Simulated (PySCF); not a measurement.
Compound: C5H7NO.
Structure used (PBE0-D3(BJ)/def2-SVP), in Å, numbered top down from 1:
```xyz
14
C5H7NO angstrom
C      2.103   -0.076   -0.585
C      0.866   -0.316   -0.232
C     -0.382   -0.529    0.124
C     -1.005   -1.892    0.203
C     -1.294    0.614    0.499
N     -0.760    1.857    0.429
O     -2.440    0.398    0.842
H      2.373    0.095   -1.633
H      2.912   -0.054    0.155
H     -0.303   -2.673   -0.114
H     -1.335   -2.093    1.234
H     -1.907   -1.928   -0.425
H      0.198    2.009    0.147
H     -1.344    2.642    0.683
```

All values: wB97X-D/def2-SVPD (PySCF, non-relativistic), on one gas-phase PBE0-D3(BJ)/def2-SVP geometry that isn't relaxed in the solvent. The solvent is an IEF-PCM continuum (van der Waals radii × 1.2), and excitations are vertical TDDFT with non-equilibrium linear response and a frozen core. Specific hydrogen bonds and non-electrostatic terms are outside this model.

Gas-phase singlets (H = HOMO, L = LUMO):

| state | E (eV) | λ (nm) | f | leading configurations |
| --- | --- | --- | --- | --- |
| S1 | 4.957 | 250 | 0.000 | H→L 94% |
| S2 | 5.682 | 218 | 0.000 | H-1→L+1 86% |
| S3 | 6.141 | 202 | 0.140 | H-1→L 85% |
| S4 | 6.174 | 201 | 0.004 | H-3→L 84% |
| S5 | 6.577 | 189 | 0.068 | H-2→L 75%, H→L+1 18% |

Q: How does the list change in dichloromethane (ε = 8.93)?

A: 
| state | E (eV) | λ (nm) | f | leading configurations | change by rank (eV) |
| --- | --- | --- | --- | --- | --- |
| S1 | 5.106 | 243 | 0.000 | H-1→L 94% | +0.149 |
| S2 | 5.768 | 215 | 0.001 | H→L+1 84% | +0.086 |
| S3 | 5.962 | 208 | 0.277 | H→L 93% | -0.179 |
| S4 | 6.162 | 201 | 0.000 | H-3→L 84% | -0.012 |
| S5 | 6.635 | 187 | 0.188 | H-2→L 87% | +0.058 |

Q: Give the list for acetonitrile (ε = 35.69), n² = 1.81.

A: 
| state | E (eV) | λ (nm) | f | leading configurations | change by rank (eV) |
| --- | --- | --- | --- | --- | --- |
| S1 | 5.124 | 242 | 0.000 | H-1→L 94% | +0.167 |
| S2 | 5.787 | 214 | 0.001 | H→L+1 83% | +0.105 |
| S3 | 5.963 | 208 | 0.263 | H→L 94% | -0.178 |
| S4 | 6.166 | 201 | 0.000 | H-3→L 84% | -0.008 |
| S5 | 6.662 | 186 | 0.178 | H-2→L 88% | +0.085 |

Q: The ground-state energy changes by -0.369 eV from gas to acetonitrile. By how much does the total energy of gas-phase S5 change?

A: E(S5) = E(S0) + excitation energy, so it changes by -0.369 + 0.085 = -0.284 eV: it is lowered less than the ground state, which is what a blue shift means. This is the vertical state, with the slow part of the continuum still set for S0.

Q: How do the frontier levels move from gas to acetonitrile?

A: 
| orbital | gas (eV) | solvent (eV) | change (eV) | Löwdin shares, gas | Löwdin shares, solvent |
| --- | --- | --- | --- | --- | --- |
| LUMO+2 | 2.12 | 2.31 | +0.19 | C1 31 %, C2 16 %, H13 7 %, H9 7 % | C1 21 %, C2 18 %, C5 13 %, C4 10 % |
| LUMO+1 | 1.56 | 1.74 | +0.18 | C2 31 %, C1 31 %, C3 7 %, H9 6 % | C1 30 %, C2 30 %, C3 7 %, C4 6 % |
| LUMO | 0.87 | 0.88 | +0.01 | C2 23 %, C3 18 %, C5 16 %, O7 14 % | C2 23 %, C5 18 %, C3 17 %, O7 14 % |
| HOMO | -9.29 | -9.31 | -0.02 | O7 52 %, C1 13 %, C2 9 %, C5 9 % | C3 29 %, C2 27 %, N6 13 %, C4 8 % |
| HOMO-1 | -9.43 | -9.43 | 0.00 | C3 30 %, C2 28 %, N6 11 %, C4 8 % | O7 36 %, C1 21 %, C2 16 %, C5 7 % |
| HOMO-2 | -9.90 | -10.03 | -0.13 | N6 39 %, O7 38 %, C5 11 % | N6 39 %, O7 36 %, C5 11 % |
| HOMO-3 | -10.57 | -10.59 | -0.02 | C1 28 %, C2 28 %, O7 21 %, C3 6 % | O7 35 %, C2 22 %, C1 20 %, C3 6 % |

The HOMO–LUMO gap goes from 10.16 to 10.19 eV. Rows go by rank; for HOMO-1, HOMO and LUMO+2 the atom shares or the degeneracy differ between the runs, so the row needn't follow one orbital.

The run took 48 s wall on an Intel Xeon Platinum 8259CL at 2.50 GHz with one thread (shared host), and the process peaked at 0.93 GiB of memory. This is the whole response run at wB97X-D/def2-SVPD in acetonitrile, SCF included.

The pairwise dispersion term of wB97X-D wasn't added to the energies; at a given geometry it leaves orbitals and properties as they are.
